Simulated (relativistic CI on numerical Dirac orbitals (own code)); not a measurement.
**One change at a time: Tb LXII**

Base calculation: Dirac-Coulomb-Breit CI, KLI orbitals optimised for each configuration, model QED (radiative potential, 1s self-energy scaled to tabulated hydrogen-like ionisation energies), unscaled Slater integrals.

Configurations in the expansion (outside the closed core 1s2): 2s2, 2s.2p, 2p2, 2p.3s, 2p.3p, 2s.3s, 2s.3p, 2s.3d, 2s.4s, 2s.4p, 2s.4d, 2s.4f, 3s2, 3s.3p, 3p2. Levels of other configurations are missing.

Variants: (1) valence Slater integrals scaled by 0.9; (2) one mean potential for all configurations; (3) non-relativistic limit. Shifts of the energy above 2s2 1S_0, in eV, for the lowest level and the first level of each name with at least 55 % of one term (blank where a level changes its place among those of its configuration and J or its character, or is not in the variant):

```
      Level     Base   Δ(1)   Δ(2)      Δ(3)
   2s2 1S_0     0.00   0.00   0.00      0.00
2s.2p 3P°_0   138.40  +0.78  +0.09    -27.54
2s.2p 3P°_1   167.97  -2.23  +0.09    -57.11
   2p2 3P_0   395.88  -4.06  +0.43   -110.38
2s.2p 3P°_2   964.30  +0.95  +0.09   -853.44
2s.2p 1P°_1  1042.74  -6.98  +0.09   -829.78
   2p2 3P_1  1184.75  -0.06  +0.36   -899.25
   2p2 1D_2  1202.38  -2.32  +0.36          
   2p2 3P_2  2021.49  -1.25  +0.27          
   2p2 1S_0  2080.75  -6.88  +0.28  -1684.51
 2s.3s 3S_1  8169.85  -0.87  -0.13   -657.34
 2s.3s 1S_0  8197.93  -3.39  -0.10   -663.43
2s.3p 3P°_0  8236.23  -1.53  -0.10   -668.00
2s.3p 3P°_1  8236.98  -1.69  -0.10          
2p.3s 3P°_0  8343.90  -1.59  -0.03   -692.96
2p.3s 3P°_1  8344.45  -1.52  -0.04   -693.51
 2p.3p 3D_1  8383.79  -0.11  +0.01          
 2p.3p 3P_0  8429.16  -4.68  +0.29   -723.51
2s.3p 3P°_2  8479.65  -1.62  -0.11   -911.42
2s.3p 1P°_1  8487.65  -2.62  -0.09          
 2s.3d 3D_1  8510.09  -1.45  -0.19   -913.28
 2s.3d 3D_2  8514.41  -1.81  -0.18   -917.60
```

At this charge energies of transitions that change n are usually good to better than 1 %, and those within a shell (Δn = 0) to a few per cent.

Ionisation energy from the two ground configurations alone: base 14433.5 eV. The NIST ASD value (theoretical) is 14434 eV.

LS names give the leading component of a level, which can be under half, so a name can repeat, a term be missing and a line seem to break the LS rules.
